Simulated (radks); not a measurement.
The numbers below are computed, except where a source is named.
Br+, configuration [Ar] 3d10 4s2 4p4 (the NIST ground configuration). Level of theory: non-relativistic Kohn-Sham, PBE, spin-polarised, spherical densities, point nucleus; open shells are filled with parallel spins first (a radial shooting solver on a logarithmic mesh with Libxc functionals).

Radial electron density D(r) = 4 pi r^2 rho(r):

```
   r/bohr * D(r) (the largest magnitude, 51.2, reaches the edge; | marks zero)
  0.00246 | *
 0.003204 |  *
 0.004205 |    *
 0.005475 |       *
 0.007187 |           *
 0.009358 |                 *
  0.01228 |                         *
  0.01599 |                                 *
  0.02099 |                                        *
  0.02734 |                                            *
  0.03588 |                                            *
  0.04672 |                                        *
  0.06133 |                                     *
  0.07986 |                                        *
   0.1048 |                                                 *
   0.1365 |                                                      *
   0.1792 |                                               *
   0.2333 |                                  *
   0.3062 |                              *
   0.3987 |                                   *
   0.5233 |                                   *
   0.6815 |                      *
   0.8945 |          *
    1.165 |     *
    1.529 |    *
    1.991 |  *
    2.613 | *
    3.402 *
    4.466 *
    5.815 *
```

D(r) has 3 maxima, at r = 0.0311, 0.136, 0.453 bohr, and minima at 0.0638, 0.290 bohr, inside which lie 2.08, 11.08 electrons.
